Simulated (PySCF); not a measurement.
C5H4N2S.
SMILES: `C(C1(C#N)S[C@@H]1C)#N`

Jobs on this species (12 atoms, 64 electrons) with PySCF (density fitting). Hardware of each: Arm Neoverse V1, one thread, no GPU, on a shared host. Other jobs ran on the host; a repeat could differ by tens of per cent or more. Peak memory is the resident size of the whole Python process, interpreter and libraries included.

```
                            level and settings                                                                                                  work  basis functions  SCF cycles  wall time  peak memory
                                PBE0/def2-SVPD                                     6 singlets by full TDDFT, 2 Tamm–Dancoff triplets, polarisability              199           ?          ?            ?
   HSE06/STO-3G, IEF-PCM acetone, grid level 3                          spin–spin couplings from 11 perturbed nuclei, spin–dipole term for 2 of them               48          14      8.2 s     0.51 GiB
                              PBE0/Sadlej pVTZ                          spin–spin couplings from 11 perturbed nuclei, spin–dipole term for 2 of them              236          15       49 s     0.97 GiB
                                 PBE0/pcSseg-1                                       shieldings, ring-centre shieldings, charges and field gradients              163          15       18 s     0.73 GiB
B3LYP/pcSseg-1, IEF-PCM methanol, grid level 4                                       shieldings, ring-centre shieldings, charges and field gradients              163          15       32 s     0.84 GiB
  OLYP/pcSseg-0, grid level 1, start guess sap                          spin–spin couplings from 11 perturbed nuclei, spin–dipole term for 2 of them               84          20       12 s     0.31 GiB
                          revPBE/6-311+G(2d,p)                                       shieldings, ring-centre shieldings, charges and field gradients              248          18       58 s     0.81 GiB
                                OPBE/def2-SVPD                                             1 singlet by TDA, 2 Tamm–Dancoff triplets, polarisability              199          17       32 s     0.69 GiB
                               B3LYP/def2-SVPD  8 singlets by full TDDFT, 3 Tamm–Dancoff triplets, polarisability, density and orbital grids written              199          15       44 s     0.74 GiB
```

Task: Fill in the missing figures.

Result: 
- PBE0/def2-SVPD; 6 singlets by full TDDFT, 2 Tamm–Dancoff triplets, polarisability: 26 s, 0.83 GiB, 15 SCF cycles

Task: What do all jobs in the table cost together?

Result: About 4.7 min; the longest takes about 21 % of that, and about 7.1 times as long as the shortest.
